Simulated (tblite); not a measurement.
C6H5ClOSi.
InChI=1S/C6H5ClOSi/c1-2-5-4-8-6(3-7)9-5/h1,3-4H,9H2/b6-3+

Computed values, GFN2-xTB/tblite, gas phase, harmonic and unscaled. This tight-binding method is rough: wavenumbers can miss measured ones by several per cent, in bad cases by 10 to 20. Modes of hydrogen on silicon can be 10 to 20 % off.

Harmonic wavenumbers (cm⁻¹): 55.5, 91.6, 146.5, 150.0, 192.0, 276.2, 345.9, 396.9, 403.3, 406.0, 458.1, 503.2, 536.8, 597.4, 628.4, 637.7, 654.3, 677.5, 749.4, 750.1, 775.2, 787.3, 830.7, 1053.8, 1159.0, 1185.4, 1208.5, 1244.7, 1580.7, 1629.8, 2248.4, 2266.3, 2279.2, 3082.1, 3110.8, 3400.8.

A = 3926, B = 555.3, C = 489.3 MHz; mass 155.980 u (most abundant isotopes); point group Cs, symmetry number 1.

Zero-point energy?

Half the sum of the wavenumbers: 18250 cm⁻¹ = 52.18 kcal/mol.

What is S at 400 K and 1 bar for an ideal gas of classical rigid rotors and harmonic oscillators?

Translation 42.53, rotation 30.97, vibration 36.85: S = 110.3 cal/(mol K).

And Cp and H(400 K) − H(0)?

Cp = 46.01 cal/(mol K), of which vibrations give 38.06 (their classical limit is 36 R = 71.5); H(400 K) − H(0) = 11.14 kcal/mol without the zero-point energy, 7.96 from vibrations.

How do the functions run with temperature in this model?

| T (K) | S (cal/(mol K)) | Cp (cal/(mol K)) | H − H(0) (kcal/mol) | G − H(0) (kcal/mol) | ln q(vib) |
| --- | --- | --- | --- | --- | --- |
| 50 | 59.1 | 12.1 | 0.47 | -2.48 | 0.33 |
| 100 | 69.1 | 17.3 | 1.21 | -5.70 | 1.27 |
| 298.15 | 97.9 | 38.4 | 6.82 | -22.38 | 5.97 |
| 373.15 | 107.2 | 44.2 | 9.93 | -30.08 | 7.86 |
| 500 | 121.2 | 51.5 | 16.03 | -44.59 | 11.00 |
| 750 | 144.0 | 60.5 | 30.13 | -77.86 | 16.74 |
| 1000 | 162.2 | 65.9 | 45.98 | -116.20 | 21.83 |

q(vib) and H(0) count from the zero-point level.

What must be added to the electronic energy to get the Gibbs energy at 400 K and 1 bar?

ZPE + [H(400 K) − H(0)] − T·S = 52.18 + 11.14 − 44.14 = 19.18 kcal/mol.

Which modes carry the vibrational entropy at 400 K?

55.5 cm⁻¹: 5.19; 91.6 cm⁻¹: 4.20; 146.5 cm⁻¹: 3.28; 150.0 cm⁻¹: 3.24; 192.0 cm⁻¹: 2.76; 276.2 cm⁻¹: 2.08 cal/(mol K); the other 30 give 16.10 together.

Blend soft modes into free rotors: weight 1/[1 + (100 cm⁻¹/ν̃)⁴] for the oscillator and the rest for a rotor with moment μB/(μ + B), μ = h/(8π²ν), B = 10⁻⁴⁴ kg m². What vibrational entropy results?

34.77 cal/(mol K) in place of 36.85, which changes −T·S at 400 K by +0.83 kcal/mol.

Hindered rotation and anharmonicity are outside this model.
